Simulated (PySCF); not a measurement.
Ga(Br)(Me)(NH2) (CH5BrGaN), SMILES [CH3][Ga]([NH2])[Br].

Coordinates come from a TPSSh-D3(BJ)/def2-SVP optimisation. The structure was generated by enumeration; whether it is a known compound was not checked. Other conformers were not sampled.

The numbers are results of PySCF with IEF-PCM-B3LYP/def2-SVP, not measurements.

The values are the electrostatic part of the solvation free energy, E(continuum) − E(gas) at the gas-phase geometry, in a cavity of scaled van der Waals radii (PySCF's table); cavitation and dispersion terms are not included. A continuum can't describe solvent molecules that bind to the metal. In vacuum the orbital gap is 6.67 eV. The dipole moment in vacuum is 2.90 D.

| solvent | ε | ΔG(elec) (kcal/mol) | dipole (D) | gap (eV) |
|---|---|---|---|---|
| water | 78.36 | -4.8 | 3.76 | 6.75 |
| diethylether | 4.24 | -3.3 | 3.49 | 6.73 |
| acetonitrile | 35.69 | -4.6 | 3.74 | 6.75 |
